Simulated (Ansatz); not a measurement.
`C[NH][Al]([F])[Cl]`. Charge 0, multiplicity 1.

Cartesian coordinates in Å:
```
C -0.504 -1.227 0.136
N 0.168 0.000 0.515
Al 0.478 1.411 -0.468
F -0.021 1.437 -2.033
Cl 1.472 3.065 0.312
H -1.399 -1.409 0.741
H -0.823 -1.170 -0.907
H 0.150 -2.100 0.229
H 0.479 -0.007 1.475
```

Question: List the harmonic frequencies (cm⁻¹, unscaled) at PBE0-D4/def2-TZVP in Ansatz. (Estimate.)

Answer: Ansatz gave: 105, 112, 156, 185, 259, 303, 510, 516, 749, 890, 1089, 1143, 1159, 1401, 1462, 1489, 1516, 3019, 3069, 3120, 3615.

Question: Is this a minimum?

Answer: Yes, all 21 modes are real.

Question: Give the ideal-gas thermochemistry at 298.15 K and 1 bar (rigid rotor, harmonic oscillator; point group Cs, symmetry number 1).

Answer: Zero-point energy 154.7 kJ/mol; H(298) − E = 175.7 kJ/mol; entropy 352.0 J/(mol·K), of which translation 167.6, rotation 115.8, vibration 68.6; G(298) − E = 70.7 kJ/mol.

Question: And at 400, 500, 600, 800 and 1000 K?

Answer: 
| T (K) | H − E (kJ/mol) | S (J/mol/K) | G − E (kJ/mol) |
| --- | --- | --- | --- |
| 400 | 186.6 | 383.4 | 33.3 |
| 500 | 198.7 | 410.3 | -6.5 |
| 600 | 211.9 | 434.3 | -48.7 |
| 800 | 240.9 | 476.0 | -139.9 |
| 1000 | 272.7 | 511.4 | -238.7 |
